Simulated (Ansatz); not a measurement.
Compare A (`C[SiH](N)[AlH][Cl]`) with its isomer B (`C[SiH](Cl)[NH][AlH2]`).

Gas-phase electronic energies from Ansatz, PBE0-D4/def2-TZVP geometries. CBS: MP2 limit from def2 TZ/QZ plus the TZ coupled-cluster correction, frozen cores. DFT in def2-TZVPP. B3LYP here is the variant with VWN-RPA as its local correlation; programs differ in this. One conformer a species, not always the lowest.

A:

Z-matrix (Å, degrees):
```
C
Si 1 1.873
H 1 1.093 2 110.3
H 1 1.092 2 111.4 3 -120.5
H 1 1.094 2 110.6 3 119.2
N 2 1.733 1 108.7 3 179.0
Al 2 2.455 1 112.3 3 60.0
H 2 1.504 1 106.2 3 -57.9
H 6 1.008 2 119.5 1 -164.6
H 6 1.009 2 119.2 1 55.4
Cl 7 2.112 2 116.7 1 -37.0
H 7 1.587 2 128.1 1 143.2
```

B:

Z-matrix (Å, degrees):
```
C
Si 1 1.856
H 1 1.093 2 110.7
H 1 1.092 2 110.7 3 119.6
H 1 1.093 2 110.4 3 -120.1
Cl 2 2.076 1 106.5 3 -62.7
N 2 1.713 1 113.0 3 59.5
H 2 1.481 1 112.7 3 -178.9
Al 7 1.787 2 128.7 1 138.0
H 7 1.013 2 114.8 1 -47.1
H 9 1.582 7 117.3 2 177.4
H 9 1.579 7 117.9 2 -3.6
```

Task: Which is lower in electronic energy at CCSD(T)/CBS, and by how much? (Best estimate.)

Result: Computed: B, by 64.4 kJ/mol.

Task: Give E(B) − E(A) in kJ/mol with CCSD(T)/def2-TZVPP, B3LYP-D4, CCSD/def2-TZVPP, PBE-D4, ωB97M-V, MP2/def2-TZVPP, PBE0-D4. (Estimate.)

Result: Computed: CCSD(T)/def2-TZVPP -64.9, B3LYP-D4 -63.1, CCSD/def2-TZVPP -64.7, PBE-D4 -47.5, ωB97M-V -70.3, MP2/def2-TZVPP -74.0, PBE0-D4 -50.9. None reverses the order clearly.

Largest T1 diagnostic: 0.010.

From PBE to PBE0 (25 % exact exchange), in def2-TZVPP and without D4, E(B) − E(A) moves by −4.0 kJ/mol. The D4 term adds −4.1 kJ/mol with B3LYP and −2.0 kJ/mol with PBE0; it sums over pairs of atoms, weighted by their polarisabilities, and B3LYP, whose exchange is more repulsive, gets the larger term.
